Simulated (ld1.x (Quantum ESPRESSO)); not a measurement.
# Fe: one change to an RRKJ potential, before and after

- Element: Fe
- Generator: ld1.x (Quantum ESPRESSO) 7.5
- Type: norm-conserving RRKJ (Kleinman–Bylander form)
- Functional: LDA (PZ)
- Relativity: fully relativistic
- Frozen core: [Ar]
- Valence charge: 8
- Reference configuration: 3d6 4s2 4p0
- Partial waves: 4p (bound, empty): rc 3.05 bohr; 3d (bound): rc 1.65 bohr; 4s (bound): rc 2.30 bohr
- Local potential: the s channel
- Core correction: a·sin(br)/r model core, default radius (core density twice the valence density)

Open shells are filled in proportion to 2j + 1 (rel_dist='average').

Change: wave 3d (bound): rc 1.65 bohr becomes 3d (bound): rc 1.52 bohr.

Cutoffs: the cutoffs (Ry, on a coarse ladder) from which the occupation-weighted sum of valence levels, in a spherical-Bessel basis at the reference potential, stays within 10 and 1 mRy of its value at 400 Ry; they do not see the model core or the augmentation charge, which bear on the density cutoff. Errors are all-electron minus pseudo energies relative to the spin-unpolarised reference configuration.

Problem. Predict the effect on cutoff, ghosts and configuration errors.

Solution. The potential gets harder (70 Ry and 100 Ry → 80 Ry and 110 Ry); of the 7 tests that both files solve, the error grows in 4 and shrinks in 0 by more than 15 % and 0.3 meV (median size 185.0 → 209.1 meV); neither file shows a bound ghost. A smaller radius makes the pseudo-wave follow the all-electron one further in, where it bends more sharply, so more plane waves are needed. That the errors move this way runs against the usual rule that smaller radii transfer better.

```csv
quantity,base,changed
"cutoff, loose",70 Ry,80 Ry
"cutoff, tight",100 Ry,110 Ry
loose cutoff by channel (10 mRy a level),"d 60 Ry, s 8 Ry","d 70 Ry, s 8 Ry"
bound ghosts,none,none
"error for 3d6 4s1 4p0, meV [ΔE 8.98 eV]",-3.0,-4.1
"error for 3d6 4s0 4p0, meV [ΔE 25.47 eV]",-27,-33
"error for 3d5 4s0 4p0, meV [ΔE 60.00 eV]",-387,-417
"error for 3d4 4s0 4p0, meV [ΔE 113.38 eV]",-1436,-1728
"error for 3d6.5 4s1.5 4p0, meV [ΔE -0.75 eV]",-53,-60
"error for 3d5 4s2 4p0, meV [ΔE 14.48 eV]",-239,-292
"error for 3d7 4s1 4p0, meV [ΔE -0.83 eV]",-185,-209
s: phases at 3.31 bohr within 0.05 rad from the reference energy up to (Ry; the scan ends near 5),1.5,1.5
p1/2: phases at 3.31 bohr within 0.05 rad from the reference energy up to (Ry; the scan ends near 5),2.9,2.9
p3/2: phases at 3.31 bohr within 0.05 rad from the reference energy up to (Ry; the scan ends near 5),2.6,2.6
d3/2: phases at 3.31 bohr within 0.05 rad from the reference energy up to (Ry; the scan ends near 5),0.4,0.4
d5/2: phases at 3.31 bohr within 0.05 rad from the reference energy up to (Ry; the scan ends near 5),0.4,0.4
```
